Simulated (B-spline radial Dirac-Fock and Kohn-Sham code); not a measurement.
# Auger decay of the 4s hole in Tm

System: neutral thulium, configuration [Xe] 4f13 6s2.

Level of theory: independent-particle rates on relativistic LDA orbitals of the hole state (multipoles up to L = 3, Coulomb Auger matrix elements, transition energies from Dirac-Fock); an atomic code on a B-spline grid. Kinetic energies are configuration averages from the vacuum level; the two-hole energies are estimated from single-hole states.

```
transition  kinetic energy (eV)  width (meV)  share (%)
   N1-N2O1                13.53          634        4.8
   N1-N2O2                41.54          484        3.6
   N1-N2O3                47.36          920        6.9
   N1-N3O1                59.99          756        5.7
   N1-N2N6                65.25          401        3.0
   N1-N2N7                66.10          552        4.1
   N1-N4N5                79.83          199        1.5
   N1-N3O2                87.61          751        5.6
   N1-N3O3                93.98          924        6.9
   N1-N3N6                111.4         2040       15.3
   N1-N3N7                113.1         2500       18.8
   N1-N4O1                206.9          231        1.7
   N1-N5O1                215.3          333        2.5
   N1-N5N6                267.2          207        1.6
   N1-N7O1                394.1          250        1.9
   N1-N6N7                446.5          194        1.5
```

Coster-Kronig rates are the weakest part of this model and often come out 1.5 to 2.5 times too large. Super-Coster-Kronig decay this fast strains the one-particle picture, and such widths tend to come out too large. The listed channels hold 85 % of the non-radiative rate. Summed by principal shells, of 13.3 eV in all: NNN 52.0 %, NNO 45.8 %, NNP 1.7 %, NOO 0.5 %.

Values without a named source are computed, but for edge energies of neutral atoms, which are taken from tables.
